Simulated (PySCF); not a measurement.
# Broadened absorption spectrum of C5H7O2P

C₅H₇O₂P.
Numbering: `[OH:1][CH2:2][PH:3][c:4]1[cH:5][cH:6][cH:7][o:8]1` (hydrogens: H9 on O1; H10, H11 on C2; H12 on P3; H13 on C5; H14 on C6; H15 on C7)

Computed, not measured: TDDFT CAM-B3LYP/def2-SVPD, vertical, gas phase, core orbitals frozen in the response (PySCF). Geometry: GFN2-xTB, one conformer, isolated molecule. Torsions of this conformer, `[OH:1][CH2:2][PH:3][c:4]1[cH:5][cH:6][cH:7][o:8]1`: O1–C2–P3–C4 56°, C2–P3–C4–C5 -89°, H–O1–C2–P3 -59°.

Broadening: Gaussians 0.4 eV wide at half height, area fixed by f = 4.319×10⁻⁹ ∫ε dν̃. The width is an assumption, not a result. The curve ends short of the highest state used, and states not computed would add to its high-energy end.

λ (nm), ε (L mol⁻¹ cm⁻¹) and a bar:
```
    186.5       5295 #########
    187.7       6222 ##########
    188.9       7054 ###########
    190.1       7665 ############
    191.3       7954 #############
    192.5       7879 #############
    193.7       7463 ############
    195.0       6714 ###########
    196.2       5861 #########
    197.4       4964 ########
    198.6       4110 #######
    199.8       3354 #####
    201.0       2720 ####
    202.2       2208 ####
    203.4       1808 ###
    204.6       1510 ##
    205.8       1311 ##
    207.0       1222 ##
    208.2       1268 ##
    209.4       1483 ##
    210.6       1911 ###
    211.8       2596 ####
    213.0       3572 ######
    214.2       4856 ########
    215.4       6435 ##########
    216.6       8262 #############
    217.8      10254 #################
    219.0      12294 ####################
    220.2      14242 #######################
    221.4      15952 ##########################
    222.6      17293 ############################
    223.8      18158 #############################
    225.0      18487 ##############################
    226.2      18267 ##############################
    227.4      17533 ############################
    228.6      16362 ###########################
    229.8      14859 ########################
    231.0      13144 #####################
    232.2      11333 ##################
    233.4       9533 ###############
    234.6       7829 #############
    235.8       6282 ##########
    237.0       4929 ########
    238.2       3784 ######
    239.4       2845 #####
    240.6       2095 ###
    241.8       1513 ##
    243.0       1072 ##
    244.2        746 #
    245.4        509 #
    246.6        342 
    247.8        226 
    249.0        147 
    250.2         94 
    251.4         59 
    252.6         37
```

**Question.** Locate the maxima and give the states behind the curve.

**Answer.** 225 nm (5.51 eV), ε about 18000, made up of S1 (100%); 192 nm (6.47 eV), ε about 8000, made up of S3 (90%) (ε in L mol⁻¹ cm⁻¹; maxima over ε = 5, shares over 10%). The states used: S1 5.51 eV (f 0.274); S2 6.14 eV (f 0.016); S3 6.46 eV (f 0.107); S4 6.56 eV (f 0.0070); S5 6.77 eV (f 0.012); S6 6.91 eV (f 0.011); S7 7.04 eV (f 0.0076); S8 7.25 eV (f 0.022).

**Question.** On this curve, what absorbance would a 10⁻⁵ mol/L sample give at 248 nm over a 1 cm path?

**Answer.** 248 nm is 4.999 eV, where ε is about 210 L mol⁻¹ cm⁻¹, so A = ε c l ≈ 0.0021 (Beer–Lambert, with the gas-phase spectrum and the assumed width).

**Question.** Does any computed singlet lie in the visible range?

**Answer.** No computed singlet lies in the visible range (380 to 750 nm); the lowest, at 225 nm, stands 2.24 eV above its violet end (3.26 eV).

**Question.** Coming from long wavelengths, where does ε first pass 100 L mol⁻¹ cm⁻¹?

**Answer.** At about 250 nm (4.96 eV), 0.55 eV below S1.

The run took 53 s of wall time on one thread, Arm Neoverse V1 (aarch64), on a shared host, and the process peaked at 1.0 GiB of memory.
